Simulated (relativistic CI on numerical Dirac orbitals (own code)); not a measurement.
## The spin-orbit constant of Cr4+ from its measured fine structure

Problem. The ground term 3F of Cr4+ (3s2 3p6 3d2) has the measured levels J = 2: 0.0, J = 3: 508.2, J = 4: 1141.7 cm⁻¹ (Sugar and Corliss, J. Phys. Chem. Ref. Data 6, 317 (1977)). Test the interval rule and estimate ζ(3d).

Working.
1. In LS coupling E(J) − E(J − 1) = AJ. The intervals give A = 169.4 (J = 3), 158.4 (J = 4) cm⁻¹.
2. These values spread by 7 % of their mean, so the rule holds well.
3. The whole width divided by the sum of the upper J values gives a mean A = 163.1 cm⁻¹.
4. For the Hund term of a shell that is less than half full, A = +ζ/2S with 2S = 2, so ζ = 326 cm⁻¹.

Check. The value calculated from Dirac-Coulomb-Breit radial functions of this configuration is ζ = 311 cm⁻¹, 5 % below the estimate from measurement. The same recipe applied to the calculated levels returns 313 cm⁻¹, which shows the bias of the recipe itself.
